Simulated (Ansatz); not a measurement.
Basis sets compared for B₇P₇H₂₀, a nanocrystal cut from zinc blende BP (hydrogen-capped). Charge 0, multiplicity 1. Geometry PBE-D4/def2-SVP. Ansatz on 2 threads of AMD EPYC 7R13 on a shared host and a share (18 GiB) of an NVIDIA H100 80GB HBM3; times are rough, and most runs start from earlier orbitals.

Cartesian coordinates in Å:
```
B -0.597 -2.786 -1.009
B 0.566 2.766 -0.977
B 1.569 -0.367 -1.002
B -1.611 0.299 -0.958
B -1.971 -1.554 1.685
B 0.203 0.860 1.680
B 1.226 -2.222 1.642
P -1.179 2.091 -1.557
P -0.221 -0.951 -1.584
P -0.551 -2.696 0.953
P 1.878 1.451 -1.600
P 0.565 2.630 0.977
P 1.534 -0.408 0.968
P -1.544 0.236 1.011
H 0.311 -3.486 -1.443
H -1.722 -3.060 -1.413
H 0.797 3.895 -1.376
H 2.436 -1.106 -1.441
H -2.713 -0.027 -1.370
H -3.065 -1.854 1.221
H -1.907 -1.496 2.908
H 0.224 0.880 2.900
H 2.096 -2.933 1.152
H 1.222 -2.149 2.865
H -1.244 2.235 -2.980
H -2.162 3.059 -1.175
H -0.222 -0.861 -3.015
H -0.821 -4.019 1.420
H 1.957 1.565 -3.025
H 3.176 1.941 -1.249
H 1.803 3.173 1.446
H -0.336 3.624 1.476
H 2.813 0.078 1.398
H -2.509 1.191 1.472
```

Single mean-field runs in def2-TZVP are fitted with def2-universal-jkfit.

Binding counts from free atoms (B doublet, P quartet, H doublet) in the same basis, without a counterpoise term.

```
           level  functions  energy (Eh)  HOMO (eV)  LUMO (eV)  binding per atom (eV)  wall time
 PBE-D4/def2-SVP        324   -2573.4229      -5.75      -1.78                   3.57      2.8 s
PBE0-D4/def2-SVP        324   -2573.7138      -6.88      -0.99                   3.55      3.4 s
```

Problem. Estimate the rows for PBE-D4/def2-TZVP (with forces), PBE0-D4/def2-TZVP (with forces).

Solution. 
```json
{"level": "PBE-D4/def2-TZVP (with forces)", "functions": "596", "energy (Eh)": "-2574.4332", "HOMO (eV)": "-5.91", "LUMO (eV)": "-2.06", "binding per atom (eV)": "3.56", "wall time": "4.5 s"}
{"level": "PBE0-D4/def2-TZVP (with forces)", "functions": "596", "energy (Eh)": "-2574.7082", "HOMO (eV)": "-6.98", "LUMO (eV)": "-1.25", "binding per atom (eV)": "3.53", "wall time": "4.7 s"}
```
